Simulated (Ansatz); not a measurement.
Species: sum formula H3Si2OCl2, net charge 0, doublet state. It need not be the lowest isomer of its formula. SMILES: [SiH3]O[Si](Cl)Cl
Coordinates optimised at B3LYP-D3(BJ)/def2-TZVP (Ansatz, an electronic-structure program):
```
O
Si 1 1.6164
Si 1 1.6562 2 147.63
H 3 1.4757 1 107.25 2 -174.20
H 3 1.4776 4 110.49 1 118.97
H 3 1.4779 4 110.29 5 121.86
Cl 2 2.0660 1 108.96 3 -123.58
Cl 2 2.0746 1 109.26 3 -4.28
```
Charge 0, spin multiplicity 2.

Property: atomisation energy (electronic, to ground-state atoms), in kcal/mol. Correlated levels leave the core frozen unless marked. Open shells are spin-unrestricted. No spin-orbit coupling. No relativistic terms. The coupled-cluster limit lacks core correlation, which all-electron functionals hold. CBS marks a two-point X^-3 extrapolation of the correlation energy; Hartree-Fock from the larger set.

| level | program | atomisation energy (kcal/mol) |
|---|---|---|
| B3LYP-D3(BJ)/def2-TZVPD | Ansatz + dftd3 | ? |
| PBE0/def2-TZVPD | Ansatz | 624.5 |
| HSE06-D3(BJ)/def2-TZVPD | Ansatz + dftd3 | 629.9 |
| wB97X-V/def2-TZVPD | Ansatz | ? |
| B2GP-PLYP-D3(BJ)/def2-TZVPD | Ansatz + dftd3 | 630.4 |
| B2GP-PLYP-D4/def2-TZVPD | Ansatz + dftd4 | 627.3 |
| RPA@PBE/cc-pV(Q+d)Z | Ansatz | 591.8 |
| CCSD/6-31G* | Ansatz | ? |
| CCSD(T)/CBS(cc-pV(T+d)Z,cc-pV(Q+d)Z) | Ansatz | 640.0 |

**Question.** Fill in the missing entries.

**Answer.** 
- B3LYP-D3(BJ)/def2-TZVPD, atomisation energy (kcal/mol): 631.3
- wB97X-V/def2-TZVPD, atomisation energy (kcal/mol): 639.5
- CCSD/6-31G*, atomisation energy (kcal/mol): 548.7
